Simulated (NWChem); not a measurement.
## Correlation energy of Ge (+1)

```xyz
1

Ge     0.0000     0.0000     0.0000
```
Charge +1, spin multiplicity 2.

Program: NWChem.

Basis set: def2-SVP. Each correlation energy counts from its own Hartree-Fock reference.

```tsv
method	correlation energy (mHa)
UMP2	-160.0
SCS-UMP2	-149.8
CCSD on UHF	-165.6
CCSD[T] on UHF	-170.3
CCSD(T) on UHF	-169.7
CCSD on ROHF	-169.2
CCSD[T] on ROHF	-173.9
CCSD(T) on ROHF	-173.3
CCSDT on ROHF	-173.3
```

The values span 24.1 mHa, from CCSD[T] on ROHF (lowest) to SCS-UMP2 (highest). 

The Hamiltonian is non-relativistic. The correlated methods keep 9 core orbitals frozen. No SCF solution was tested for a lower state. Open-shell Hartree-Fock references start from PBE0 orbitals. Coupled-cluster values serve here as a point of comparison, not as the truth.
